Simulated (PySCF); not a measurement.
F2OS, SMILES O=S(F)F.

The structure is a stationary point at PBE0-D3(BJ)/def2-TZVP.

Two levels are set side by side: TDDFT-PBE/def2-SVPD (PySCF) and TDDFT-CAM-B3LYP/def2-SVPD (PySCF). Vertical, same geometry. The lowest singlet is HOMO→LUMO 95 % with PBE and HOMO→LUMO 94 % with the other functional; states are paired by order. Differences are taken from unrounded values.

```json
[
 {"quantity": "lowest singlet excitation (eV)", "TDDFT-CAM-B3LYP": "6.73", "TDDFT-PBE": "6.46", "TDDFT-PBE minus TDDFT-CAM-B3LYP": "-0.27"},
 {"quantity": "lowest triplet excitation (TDA) (eV)", "TDDFT-CAM-B3LYP": "5.56", "TDDFT-PBE": "5.39", "TDDFT-PBE minus TDDFT-CAM-B3LYP": "-0.17"},
 {"quantity": "first bright state (f over 0.05) (eV)", "TDDFT-CAM-B3LYP": "9.07", "TDDFT-PBE": "8.38", "TDDFT-PBE minus TDDFT-CAM-B3LYP": "-0.68"},
 {"quantity": "its oscillator strength", "TDDFT-CAM-B3LYP": "0.11", "TDDFT-PBE": "0.07", "TDDFT-PBE minus TDDFT-CAM-B3LYP": "-0.04"}
]
```

A lower first singlet is the usual sign of a functional without exact exchange. Differences between two approximate levels are no errors against the true value.

Rough cost on one machine, each run with all the roots and properties that it gave: TDDFT-CAM-B3LYP against TDDFT-PBE about 5 times.
